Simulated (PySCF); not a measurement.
C4H5Cl. Atoms are numbered in the order given.

```xyz
10

C     -0.4405    -2.0780     0.0000
C      0.6018    -1.2364     0.0000
C      0.5413     0.2254     0.0000
C      1.6233     1.0189     0.0000
Cl    -1.0578     0.9556     0.0000
H     -1.4680    -1.7078     0.0000
H     -0.2865    -3.1592     0.0000
H      1.6223    -1.6345     0.0000
H      2.6199     0.5711     0.0000
H      1.5402     2.1060     0.0000
```
Charge 0, spin multiplicity 1.

Coordinates come from a B3LYP-D3(BJ)/def2-SVP optimisation. One conformer was computed; it need not be the lowest.

Level of theory: TDA-PBE/def2-SVPD (PySCF 2.14.0).

Vertical excitations. The molecule is in vacuum. State labels are in the subgroup Cs.

Computed lowest excited states:
```
state  symmetry  energy (eV)  λ (nm)      f                            main pairs
-----  --------  -----------  ------  -----  ------------------------------------
S1           A'         5.22     237  0.094      HOMO−1→LUMO 57 %, HOMO→LUMO 31 %
S2           A"         5.32     233  0.000                     HOMO−2→LUMO 100 %
S3           A"         5.69     218  0.000                      HOMO→LUMO+1 99 %
S4           A'         6.01     206  0.560      HOMO→LUMO 53 %, HOMO−1→LUMO 26 %
S5           A"         6.48     191  0.000                      HOMO→LUMO+3 99 %
S6           A"         6.77     183  0.001                      HOMO−3→LUMO 99 %
S7           A'         6.86     181  0.090    HOMO→LUMO+2 59 %, HOMO−4→LUMO 29 %
S8           A"         6.94     179  0.022  HOMO→LUMO+4 85 %, HOMO−1→LUMO+1 15 %
S9           A"         7.01     177  0.004  HOMO−1→LUMO+1 81 %, HOMO→LUMO+4 14 %
S10          A"         7.11     174  0.005                      HOMO→LUMO+5 97 %
T1           A'         3.09     402      0                        HOMO→LUMO 98 %
T2           A'         4.58     271      0                      HOMO−1→LUMO 89 %
T3           A"         5.25     236      0                     HOMO−2→LUMO 100 %
T4           A"         5.46     227      0                      HOMO→LUMO+1 99 %
```
Triplets are in the Tamm–Dancoff approximation.
